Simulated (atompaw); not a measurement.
# What one change does to a pseudopotential (cerium (Ce), PAW (atompaw))

* Element: cerium (Ce)
* Generator: atompaw 4.2.0.5
* Type: PAW
* Functional: PBE
* Relativity: scalar-relativistic
* Frozen core: [Xe]
* Valence charge: 4
* Reference configuration: 4f1 5d1 6s2 6p0
* Partial waves: 6s (bound): rc 3.00 bohr; 6s channel at 1.55 Ry: rc 3.00 bohr; 6p (bound, empty): rc 3.00 bohr; 6p channel at 3.05 Ry: rc 3.00 bohr; 5d (bound): rc 3.00 bohr; 5d channel at 0.2 Ry: rc 3.00 bohr; 4f (bound): rc 1.95 bohr; 4f channel at 4.2 Ry: rc 1.95 bohr
* Local potential: vpsmatchnc scheme with l = 4 at 0 Ry, radius 2.70 bohr
* Core correction: smooth core density matched at 3.00 bohr
* Augmentation charge: sinc compensation charge, radius 2.25 bohr; PAW radius 3.00 bohr; waves and projectors: custom polynom vanderbiltortho

Change: core [Kr] 4d10, valence charge 12; reference 4f1 5s2 5p6 5d1.5 6s1.5 6p0; waves now 5s (bound): rc 2.00 bohr; 6s (bound): rc 3.00 bohr; 5p (bound): rc 3.00 bohr; 6p (bound): rc 3.00 bohr; 5d (bound): rc 3.00 bohr; 5d channel at 0.15 Ry: rc 3.00 bohr; 4f (bound): rc 1.75 bohr; 4f channel at 1.15 Ry: rc 1.75 bohr; local potential vpsmatchnc scheme with l = 4 at 0 Ry, radius 2.40 bohr; core correction smooth core density matched at 2.80 bohr; augmentation sinc compensation charge, radius 2.40 bohr; PAW radius 3.00 bohr; waves and projectors: custom polynom vanderbiltortho.

Cutoffs: the cutoffs (Ry, on a coarse ladder) from which the occupation-weighted sum of valence levels, in a spherical-Bessel basis at the reference potential, stays within 10 and 1 mRy of its value at 400 Ry; they do not see the model core or the augmentation charge, which bear on the density cutoff.

Question: What does the change do?

Answer: The potential gets harder (30 Ry and 50 Ry → 35 Ry and 70 Ry); the bound ghost in p, s disappears; the range in which the s phases agree narrows (upper end 3.3 → -0.2); the range in which the p phases agree narrows (upper end at the end of the scan → 3.2). The added semicore shells are compact, so their waves need more plane waves. Several settings change at once here, so the effects cannot be laid on one of them.

| quantity | base | changed |
| --- | --- | --- |
| cutoff, loose | 30 Ry | 35 Ry |
| cutoff, tight | 50 Ry | 70 Ry |
| bound ghosts | s, p | none |
| s: phases at 3.01 bohr within 0.05 rad from the reference energy up to (Ry; the scan ends near 5) | 3.3 | -0.2 |
| p: phases at 3.01 bohr within 0.05 rad from the reference energy up to (Ry; the scan ends near 5) | to the end of the scan | 3.2 |
| d: phases at 3.01 bohr within 0.05 rad from the reference energy up to (Ry; the scan ends near 5) | 2.8 | 2.7 |
| f: phases at 3.01 bohr within 0.05 rad from the reference energy up to (Ry; the scan ends near 5) | to the end of the scan | to the end of the scan |
| lowest overlap eigenvalue by channel | s 0.35, p 0.52, d 0.93, f 0.97 | s 0.63, p 0.84, d 0.93, f 0.96 |

 A true bound ghost makes a file unfit for plane-wave use even where its test errors are small: the radial tests pick states by their node count and pass the ghost by. The cutoffs see the waves, projectors and local potential, not the compensation charge or the core.
